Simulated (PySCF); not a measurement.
CH₁₀FNSi₃, SMILES C[SiH2][Si@@H](N)[SiH2]F. Atoms are numbered in the order given.

```xyz
16

C      2.9760     0.9412     0.0055
Si     1.7775     0.0206     1.1523
Si    -0.0445    -0.8252    -0.0771
N     -1.0438    -1.8163     0.9746
Si    -1.3720     0.9820    -0.7741
F     -2.7301     0.4334    -1.5391
H      3.3497     0.2676    -0.7914
H      3.8473     1.3277     0.5712
H      2.4719     1.8007    -0.4808
H      2.4815    -1.1264     1.8380
H      1.2682     0.9423     2.2318
H      0.5207    -1.4870    -1.3258
H     -1.9404    -2.1395     0.5981
H     -0.5871    -2.5846     1.4752
H     -1.8204     1.8120     0.3994
H     -0.6231     1.8709    -1.7344
```

Geometry optimised at PBE-D3(BJ)/def2-SVP. The structure was generated by enumeration; whether it is a known compound was not checked. Other conformers were not sampled.

Calculation: PySCF with TDA-PBE/def2-SVPD.

Vertical excitations. The molecule is in vacuum.

Computed excitation energies, oscillator strengths and character:
```csv
state,energy (eV),λ (nm),f,main pairs
S1,4.41,281,0.005,HOMO→LUMO 99 %
S2,5.17,240,0.056,HOMO−1→LUMO 94 %
S3,5.41,229,0.005,HOMO→LUMO+1 98 %
S4,5.80,214,0.006,HOMO→LUMO+2 95 %
S5,5.87,211,0.005,HOMO−2→LUMO 95 %
S6,5.98,207,0.009,HOMO−1→LUMO+1 87 %
T1,4.18,296,0,HOMO→LUMO 99 %
T2,4.47,277,0,HOMO−1→LUMO 98 %
```
Triplets are in the Tamm–Dancoff approximation.
